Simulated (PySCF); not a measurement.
diphosphane (H4P2), SMILES PP.

Geometry optimised at B3LYP-D3(BJ)/def2-TZVP.

Two levels are set side by side: TDA-PBE/def2-TZVPD (PySCF) and ADC(2)/aug-cc-pVDZ (PySCF). Vertical, same geometry; the bases differ. Differences are taken from unrounded values.

```csv
quantity,ADC(2),TDA-PBE,TDA-PBE minus ADC(2)
lowest singlet excitation (eV),5.54,5.18,-0.36
```

Functionals without exact exchange tend to place singlet excitations lower, as here. Differences between two approximate levels are no errors against the true value.

Rough cost on one machine, each run with all the roots and properties that it gave: ADC(2) against TDA-PBE about 7 times.
